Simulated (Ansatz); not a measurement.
The first iterations of a band of FGeH3INO (8 atoms, charge 0, multiplicity 1).

Computed with RKS B3LYP/def2-SVP (Ansatz 0.2.0).

```json
{
 "movable images": "7",
 "climbing image": "yes",
 "spring": "5.0 eV/Å²",
 "optimiser": "quadratic models (default)",
 "start path": "straight line",
 "force threshold": "0.05 eV/Å",
 "iteration limit": "38",
 "end points": "relaxed"
}
```

Image 0:

```xyz
8
Properties=species:S:1:pos:R:3
N -1.032 0.790 0.706
Ge 0.045 -0.256 -0.298
O 0.997 -1.223 0.824
F -1.001 -1.273 -1.243
I 1.585 0.832 -2.010
H -0.548 1.383 1.377
H -1.713 1.336 0.182
H 1.760 -1.644 0.405
```

Image 8:

```xyz
8
Properties=species:S:1:pos:R:3
N -0.870 0.580 0.820
Ge 0.203 -0.142 -0.460
O 1.377 -1.248 0.252
F -0.909 -1.034 -1.460
I 1.534 1.391 -1.952
H -0.436 1.309 1.385
H -1.761 0.919 0.460
H 0.953 -1.833 0.899
```

| iteration | highest image above the first end (eV) | largest band force component (eV/Å) |
| --- | --- | --- |
| 1 | 20.045 | 145.366 |
| 2 | 6.703 | 53.505 |
| 3 | 3.123 | 29.038 |
| 4 | 1.157 | 12.515 |
| 5 | 0.521 | 5.783 |

Task: Does the band converge within its limit, and where does its top end?

Result: It converged. It ended after 17 iterations with the highest image 0.046 eV above the first end. Another band between the same ends (7 images) ends at a top of the same energy, where a vibrational analysis finds 1 clearly imaginary mode.

The run took 7.2 min on 2 threads of Intel(R) Xeon(R) Platinum 8488C (Sapphire Rapids), on a shared host, peak memory 0.36 GiB.
